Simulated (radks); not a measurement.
Values are calculated unless marked as measured or tabulated.
Question: Valence configurations of neutral carbon (all share [He]). Level of theory: scalar-relativistic Kohn-Sham, LDA (Slater exchange, Perdew-Wang correlation), spin-unpolarised, spherical densities, finite nucleus; Fermi nuclear charge, rms radius 2.4702 fm (a radial shooting solver on a logarithmic mesh with Libxc functionals). Order these by energy: 2p4; 2s0.5 2p3.5; 2s1.5 2p2.5; 2s1 2p3; 2s2 2p2.

Answer: From the lowest, in eV above it: 2s2 2p2 0.000; 2s1.5 2p2.5 4.116; 2s1 2p3 8.241; 2s0.5 2p3.5 12.375; 2p4 16.516. NIST lists [He] 2s2 2p2 as the ground configuration; this level of theory agrees among the configurations tried. The energies are those of spherical spin-averaged densities, not of single terms.
